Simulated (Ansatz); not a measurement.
One change: `[O]=[Ta]([OH])([Cl])[Cl]` becomes `[O]=[Ta]([OH])([OH])[Cl]`.

Ansatz, PBE0-D4/def2-TZVP geometries, multiplicity 1. Each molecule was computed in one conformer, which needn't be the lowest.

Elements past krypton have def2 core potentials.

| property | `[O]=[Ta]([OH])([Cl])[Cl]` |
| --- | --- |
| size of the dipole moment (ωB97M-V/def2-TZVPP) / D | 3.49 |
| ideal-gas entropy at 298 K and 1 bar (rigid rotor, harmonic PBE0-D4/def2-TZVP) / J/(mol·K) | 369 |
| LUMO energy (B3LYP/def2-TZVPP) / eV | -2.47 |
| HOMO–LUMO gap (B3LYP/def2-TZVPP) / eV | 6.69 |
| HOMO energy (PBE/def2-TZVPP) / eV | -7.98 |
| HOMO energy (PBE0/def2-TZVPP) / eV | -9.45 |

(1) Give the same properties after the change, and the shifts. (An estimate is asked.)

## Answers

(1) The calculation gave: 
```tsv
property	`[O]=[Ta]([OH])([OH])[Cl]`	shift
size of the dipole moment (ωB97M-V/def2-TZVPP) / D	5.20	1.71
ideal-gas entropy at 298 K and 1 bar (rigid rotor, harmonic PBE0-D4/def2-TZVP) / J/(mol·K)	370	1
LUMO energy (B3LYP/def2-TZVPP) / eV	-1.65	0.82
HOMO–LUMO gap (B3LYP/def2-TZVPP) / eV	7.14	0.45
HOMO energy (PBE/def2-TZVPP) / eV	-7.49	0.49
HOMO energy (PBE0/def2-TZVPP) / eV	-9.07	0.38
```

With PBE0 the HOMO rises by 0.38 eV and the LUMO rises by 0.85 eV, so the gap widens by about 0.47 eV. PBE moves the HOMO by 0.49 eV and ωB97M-V by 0.33 eV. The zero-point energy changes by 29.4 kJ/mol with +3 modes. Dipoles are sizes alone; their direction can turn.

B3LYP here is the variant with VWN-RPA as its local correlation; programs differ in this.
